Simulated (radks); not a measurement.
All-electron atom: the promethium ion Pm+ in [Kr] 4d10 4f5 5s2 5p4 6s1 6p2 (not the ground configuration). Calculated with a radial shooting solver on a logarithmic mesh with Libxc functionals: scalar-relativistic Kohn-Sham, LDA (Slater exchange, VWN5 correlation), spin-unpolarised, spherical densities, point nucleus.

X-ray form factor f0, the Fourier transform of the density (f0(0) = 60):

| sin(theta)/lambda (1/angstrom) | f0 (electrons) |
|---|---|
| 0.05 | 58.573 |
| 0.1 | 55.455 |
| 0.15 | 52.219 |
| 0.2 | 49.203 |
| 0.25 | 46.236 |
| 0.3 | 43.294 |
| 0.4 | 37.858 |
| 0.5 | 33.316 |
| 0.6 | 29.559 |
| 0.8 | 23.773 |
| 1 | 19.844 |
| 1.25 | 16.722 |
| 1.5 | 14.505 |
| 2 | 10.723 |
